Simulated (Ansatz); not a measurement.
**Abstraction of Cl: SiH2(SiH3)Cl + CHClI → SiH3(SiH2) + CHCl2I**

Species: SiH2(SiH3)Cl, singlet; CHClI `Cl[CH]I`, doublet; SiH3(SiH2), doublet; CHCl2I (dichloroiodomethane) `ClC(Cl)I`, singlet. A radical takes Cl: the energy is the difference in strength between the Si–Cl bond broken and the C–Cl bond made.

Shapes, held fixed at every level: PBE0-D4/def2-TZVP. Programs: Ansatz 0.2.0. The zero-point and thermal change to 298 K, harmonic and unscaled (PBE0-D4/def2-TZVP), is +0.9 kJ/mol.

```json
{"level": "HF/def2-SVP", "kind": "Hartree–Fock", "ΔH(298 K) (kJ/mol)": "+163.1", "less CCSD(T)/def2-TZVPP": "+32.0", "CPU time (sum over the molecules)": "–"}
{"level": "r2SCAN-D4/def2-TZVPP", "kind": "meta-GGA", "ΔH(298 K) (kJ/mol)": "+138.4", "less CCSD(T)/def2-TZVPP": "+7.3", "CPU time (sum over the molecules)": "43 s"}
{"level": "B3LYP-D4/def2-TZVPP", "kind": "global hybrid", "ΔH(298 K) (kJ/mol)": "+136.8", "less CCSD(T)/def2-TZVPP": "+5.7", "CPU time (sum over the molecules)": "34 s"}
{"level": "BHLYP-D4/def2-TZVPP", "kind": "global hybrid", "ΔH(298 K) (kJ/mol)": "+148.9", "less CCSD(T)/def2-TZVPP": "+17.8", "CPU time (sum over the molecules)": "26 s"}
{"level": "wB97X-V/def2-TZVPP", "kind": "range-separated hybrid", "ΔH(298 K) (kJ/mol)": "+141.1", "less CCSD(T)/def2-TZVPP": "+10.0", "CPU time (sum over the molecules)": "70 s"}
{"level": "B2PLYP/def2-TZVPP", "kind": "double hybrid", "ΔH(298 K) (kJ/mol)": "+137.7", "less CCSD(T)/def2-TZVPP": "+6.6", "CPU time (sum over the molecules)": "40 s"}
{"level": "CCSD(T)/def2-TZVPP", "kind": "coupled cluster or CI", "ΔH(298 K) (kJ/mol)": "+131.1", "less CCSD(T)/def2-TZVPP": "0.0", "CPU time (sum over the molecules)": "5.2 min"}
```

The highest level, CCSD(T)/def2-TZVPP, gives ΔH(298 K) = +131.1 kJ/mol; the levels span +131.1 to +163.1. The column of differences is taken from that level and isn't an error. No measured value is set beside it here. Open shells run unrestricted. For atoms past krypton def2 sets carry core potentials with scalar relativity. Outer-core shells of I are correlated in most correlated rows, in sets that cover them unevenly. CCSD(T)/def2-TZVPP lies outside the range of all other levels here, so it shouldn't be taken on trust. Times are processor times on shared x86 and Arm servers, and rough.
